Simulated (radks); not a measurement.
Values are calculated unless marked as measured or tabulated.
Species: the nickel ion Ni+. Configuration: [Ar] 3d9. Level of theory: scalar-relativistic Kohn-Sham, PBE, spin-polarised, spherical densities, finite nucleus; open shells are filled with parallel spins first; Fermi nuclear charge, rms radius 3.7757 fm (a radial shooting solver on a logarithmic mesh with Libxc functionals).

Normalised radial functions P(r) = r R(r), r in bohr:

r	3d down	4s down
0.003526	0.0000	0.0292
0.004592	0.0000	0.0367
0.006027	0.0000	0.0459
0.007911	0.0001	0.0566
0.01038	0.0002	0.0685
0.01363	0.0005	0.0807
0.01775	0.0010	0.0914
0.0233	0.0022	0.0987
0.03058	0.0046	0.0982
0.04014	0.0096	0.0850
0.05268	0.0194	0.0540
0.0686	0.0374	0.0046
0.09004	0.0709	-0.0622
0.1182	0.1286	-0.1301
0.1551	0.2207	-0.1708
0.2036	0.3541	-0.1500
0.2651	0.5195	-0.0528
0.348	0.7043	0.1051
0.4568	0.8620	0.2479
0.5996	0.9416	0.2791
0.787	0.9138	0.1455
1.033	0.7948	-0.1163
1.345	0.6328	-0.3968
1.766	0.4575	-0.6065
2.318	0.2987	-0.6641
3.042	0.1708	-0.5625
3.993	0.0811	-0.3655
5.199	0.0305	-0.1769
6.824	0.0078	-0.0565
8.958	0.0012	-0.0110

3d down: eigenvalue -12.478 eV, 0 radial nodes, <r> = 1.08 bohr, 90 % of the charge inside 1.96 bohr. 4s down (empty): eigenvalue -11.397 eV, 3 radial nodes at r = 0.0700, 0.292, 0.925 bohr, <r> = 2.69 bohr, 90 % of the charge inside 4.07 bohr.
